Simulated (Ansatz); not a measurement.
Species: C$_{2}$N, charge 0, multiplicity 2. It need not be the lowest isomer of its formula. SMILES: [C][N][C]
Geometry: optimised at B3LYP-D3(BJ)/def2-TZVP (Ansatz, a first-principles code).

Atomisation energy built up term by term with Ansatz (kcal/mol; UHF references for open shells; valence terms freeze the core; atomic spin-orbit terms are left out). CBS(X,Y): correlation extrapolated as X^-3; Hartree-Fock from the larger set.

The UHF reference is spin-contaminated (<S^2> 0.12 over the pure value in the largest basis). 

```tsv
term	basis	kcal/mol
Hartree-Fock	cc-pVQZ	?
CCSD correlation	CBS(cc-pVTZ,cc-pVQZ)	102.84
(T)	CBS(cc-pVTZ,cc-pVQZ)	?
CCSDT - CCSD(T)	cc-pVDZ	0.43
core correlation	cc-pwCVTZ	1.66
scalar relativity (X2C)	cc-pVTZ-DK against cc-pVTZ	-0.28
sum: De		?
```

Question: Complete the blanks.

Answer: 
- Hartree-Fock, kcal/mol: 179.38
- (T), kcal/mol: 11.96
- sum: De, kcal/mol: 296.0
